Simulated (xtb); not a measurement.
Cl3Ga, singlet, from a rough starting geometry (GFN-xTB shapes and energies of metal compounds can be far from the true ones); xtb with GFN2-xTB.

Input for xtb:
```
$ xtb mol.xyz --gfn 2 --opt vtight --json

# file mol.xyz
4

Ga     0.00929149     0.01479990    -0.00070967
Cl    -1.78373736    -1.14963199    -0.21863801
Cl     0.11062064     1.90125449    -0.73043844
Cl     1.63586637    -0.84878246     0.91919531
```

It wrote (shortened):

```
   ID    Z sym.   atoms
    1   31 Ga     1
    2   17 Cl     2-4

           -------------------------------------------------
          |                Calculation Setup                |
           -------------------------------------------------

           -------------------------------------------------
          |                 G F N 2 - x T B                 |
           -------------------------------------------------

          ...................................................
          :                      SETUP                      :
          :.................................................:
          :  # basis functions                  40          :
          :  # atomic orbitals                  36          :
          :  # shells                           12          :
          :  # electrons                        24          :
          :  max. iterations                   250          :
          :  Hamiltonian                  GFN2-xTB          :
          :  restarted?                      false          :
          :  GBSA solvation                  false          :
          :  PC potential                    false          :
          :  electronic temp.          300.0000000     K    :
          :  accuracy                    1.0000000          :
          :  -> integral cutoff          0.2500000E+02      :
          :  -> integral neglect         0.1000000E-07      :
          :  -> SCF convergence          0.1000000E-05 Eh   :
          :  -> wf. convergence          0.1000000E-03 e    :
          :  Broyden damping             0.4000000          :
          :  net charge                          0          :
          :  unpaired electrons                  0          :
          ...................................................

 iter      E             dE          RMSdq      gap      omega  full diag
   1    -15.0269516 -0.150270E+02  0.196E+01    4.64       0.0  T
   2    -15.0517827 -0.248310E-01  0.114E+01    4.09       1.0  T
   3    -15.0528646 -0.108187E-02  0.212E+00    4.07       1.0  T
   4    -15.0530070 -0.142482E-03  0.447E-01    4.07       1.0  T
   5    -15.0530289 -0.218938E-04  0.208E-01    4.09       1.0  T
   6    -15.0530302 -0.124920E-05  0.500E-02    4.08       1.0  T
   7    -15.0530381 -0.791098E-05  0.371E-02    4.09       1.3  T
   8    -15.0530337  0.441190E-05  0.442E-02    4.08       1.1  T
   9    -15.0530392 -0.546050E-05  0.227E-02    4.09       2.2  T
  10    -15.0530392 -0.831695E-07  0.441E-03    4.09      11.3  T
  11    -15.0530392 -0.994928E-08  0.219E-03    4.09      22.8  T
  12    -15.0530393 -0.960953E-08  0.126E-03    4.09      39.6  T
  13    -15.0530393 -0.125329E-08  0.108E-04    4.09     462.8  T
  14    -15.0530393  0.449418E-11  0.156E-04    4.09     321.3  T

   *** convergence criteria satisfied after 14 iterations ***

         :::::::::::::::::::::::::::::::::::::::::::::::::::::
         ::                     SUMMARY                     ::
         :::::::::::::::::::::::::::::::::::::::::::::::::::::
         :: total energy             -15.038800902544 Eh    ::
         :: gradient norm              0.033887844049 Eh/a0 ::
         :: HOMO-LUMO gap              4.087871564233 eV    ::
         ::.................................................::
         :: SCC energy               -15.053037938538 Eh    ::
         :: -> isotropic ES            0.010724516237 Eh    ::
         :: -> anisotropic ES         -0.000200416091 Eh    ::
         :: -> anisotropic XC         -0.000290139679 Eh    ::
         :: -> dispersion             -0.003868069765 Eh    ::
         :: repulsion energy           0.014237035994 Eh    ::
         :: add. restraining           0.000000000000 Eh    ::
         :: total charge              -0.000000000000 e     ::
         :::::::::::::::::::::::::::::::::::::::::::::::::::::

      -----------------------------------------------------------
[...]
 * total energy  :   -15.0388009 Eh     change       -0.9537260E-11 Eh
 * total energy  :   -15.0406718 Eh     change       -0.1870936E-02 Eh
 * total energy  :   -15.0405752 Eh     change        0.9667405E-04 Eh
 * total energy  :   -15.0407354 Eh     change       -0.1602210E-03 Eh
 * total energy  :   -15.0407355 Eh     change       -0.1477624E-06 Eh
 * total energy  :   -15.0407356 Eh     change       -0.2809300E-07 Eh
   *** GEOMETRY OPTIMIZATION CONVERGED AFTER 6 ITERATIONS ***
         :: total energy             -15.040735561543 Eh    ::
[...]
         2        2.0000           -1.0849549             -29.5231
         3        2.0000           -1.0817327             -29.4354
         4        2.0000           -0.6035767             -16.4242
         5        2.0000           -0.4887508             -13.2996
         6        2.0000           -0.4887495             -13.2996
         7        2.0000           -0.4728169             -12.8660
         8        2.0000           -0.4728115             -12.8659
         9        2.0000           -0.4725085             -12.8576
        10        2.0000           -0.4635011             -12.6125
        11        2.0000           -0.4634992             -12.6125
        12        2.0000           -0.4565100             -12.4223 (HOMO)
        13                         -0.3072337              -8.3603 (LUMO)
        14                         -0.1511983              -4.1143
        15                         -0.0336286              -0.9151
        16                         -0.0336213              -0.9149
        17                         -0.0150533              -0.4096
        18                         -0.0150525              -0.4096
        19                         -0.0095697              -0.2604
        20                         -0.0095683              -0.2604
        21                         -0.0090056              -0.2451
        22                         -0.0089854              -0.2445
        23                         -0.0083210              -0.2264
       ...                                ...                  ...
        36                          1.4576733              39.6653
      -------------------------------------------------------------
                  HL-Gap            0.1492763 Eh            4.0620 eV
             Fermi-level           -0.3818718 Eh          -10.3913 eV

     #   Z          covCN         q      C6AA      α(0)
     1  31 Ga       2.379    -0.023   219.389    33.216
     2  17 Cl       0.793     0.008    98.849    15.209
     3  17 Cl       0.793     0.007    98.850    15.209
     4  17 Cl       0.793     0.008    98.850    15.209

 Mol. C6AA /au·bohr⁶  :       1946.911667
 Mol. C8AA /au·bohr⁸  :     119166.247492
 Mol. α(0) /au        :         78.843814

Wiberg/Mayer (AO) data.
largest (>0.10) Wiberg bond orders for each atom

 ---------------------------------------------------------------------------
     #   Z sym  total        # sym  WBO       # sym  WBO       # sym  WBO
 ---------------------------------------------------------------------------
     1  31 Ga   3.947 --     2 Cl   1.316     4 Cl   1.316     3 Cl   1.316
     2  17 Cl   1.630 --     1 Ga   1.316     4 Cl   0.157     3 Cl   0.157
     3  17 Cl   1.630 --     1 Ga   1.316     4 Cl   0.157     2 Cl   0.157
     4  17 Cl   1.630 --     1 Ga   1.316     2 Cl   0.157     3 Cl   0.157
 ---------------------------------------------------------------------------

Topologies differ in total number of bonds
Writing topology from bond orders to xtbtopo.mol

molecular dipole:
                 x           y           z       tot (Debye)
 q only:       -0.000      -0.000       0.000
   full:        0.000      -0.000       0.000       0.000
molecular quadrupole (traceless):
                xx          xy          yy          xz          yz          zz
 q only:        0.061       0.030       0.055       0.075      -0.081      -0.116
  q+dip:        0.157       0.077       0.144       0.195      -0.210      -0.301
   full:       -0.999      -0.492      -0.924      -1.240       1.338       1.923

optimized geometry written to: xtbopt.xyz

           -------------------------------------------------
          | TOTAL ENERGY              -15.040735561543 Eh   |
          | GRADIENT NORM               0.000017492699 Eh/α |
          | HOMO-LUMO GAP               4.062015614147 eV   |
           -------------------------------------------------

normal termination of xtb
```
